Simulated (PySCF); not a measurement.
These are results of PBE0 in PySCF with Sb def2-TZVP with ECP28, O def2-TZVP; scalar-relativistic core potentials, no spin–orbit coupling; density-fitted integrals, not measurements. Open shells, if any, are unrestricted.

Question: What shape and geometry does isolated singlet SbO₂⁺ take (every ligand bound to Sb)?

Answer: Counting electrons, antimony keeps none of its valence electrons outside its bonds, so the VSEPR class is AX2 and the expected shape is linear (D∞h), as computed. The lowest minimum found is a singlet of D∞h symmetry with Sb–O 1.757 Å (×2); O–Sb–O 180.0°. Its harmonic wavenumbers are 133 (πu), 868 (σg+), 980 (σu+) cm⁻¹ and its dipole moment is 0.00 D about the centre of mass.

This need not be the most stable arrangement of these atoms.
